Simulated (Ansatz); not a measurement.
Sr₃Se₃⁻, relaxed as a doublet with UKS B3LYP-D4/def2-SVPD in Ansatz, starting from the GFN1-xTB geometry. Force threshold 0.02 eV/Å.

In the def2 sets Sr takes a core potential; there is no spin–orbit coupling. The relaxation made no stability test and no search for a lower SCF solution. Another isomer (doublet) lies 0.26 eV lower at PBE0-D4/def2-TZVPD; other spin states weren't run for this one.

Start:

```
atom    x (Å)    y (Å)    z (Å)
 Sr1   1.2366   0.9011  -0.8768
 Sr2  -0.6392  -2.2902  -0.2621
 Sr3  -1.2827   0.6929   1.8900
 Se4   0.2546  -1.0778  -2.5374
 Se5  -0.5520   2.7114   0.2033
 Se6   0.9827  -0.9374   1.5830
```

```json
{"step": "1", "energy (eV)": "-198545.8834", "largest force component (eV/Å)": "1.169", "SCF passes": "20"}
{"step": "2", "energy (eV)": "-198546.2158", "largest force component (eV/Å)": "0.597", "SCF passes": "25"}
{"step": "3", "energy (eV)": "-198546.2951", "largest force component (eV/Å)": "0.205", "SCF passes": "25"}
{"step": "4", "energy (eV)": "-198546.3187", "largest force component (eV/Å)": "0.080", "SCF passes": "21"}
{"step": "5", "energy (eV)": "-198546.3319", "largest force component (eV/Å)": "0.032", "SCF passes": "24"}
{"step": "6", "energy (eV)": "-198546.3336", "largest force component (eV/Å)": "0.016", "SCF passes": "22"}
{"step": "7", "energy (eV)": "-198546.3341", "largest force component (eV/Å)": "0.007", "SCF passes": "22"}
{"step": "8", "energy (eV)": "-198546.3342", "largest force component (eV/Å)": "0.005", "SCF passes": "22"}
```

Force components are those of the run's own axes.

End:

```csv
atom,x (Å),y (Å),z (Å)
Sr1,1.066,0.880,-0.900
Sr2,-0.467,-2.654,-0.445
Sr3,-1.251,1.009,2.207
Se4,0.381,-1.278,-2.772
Se5,-0.539,3.011,0.332
Se6,0.810,-0.969,1.576
```

By distances, no bond broke or formed, bridged metal pairs apart. The bond that changes most is Sr1–Se4, from 2.76 to 2.94 Å (atoms count from 1). Metal–metal contacts that move far: Sr2–Sr3 3.73 to 4.59 Å.

The force fell under the threshold at step 6, but the optimiser went on. No frequencies were taken in this run, so the end may be a saddle point.

Run time 2.4 min (4 threads of Arm Neoverse V1 on a shared host), peak host memory 1.1 GiB.
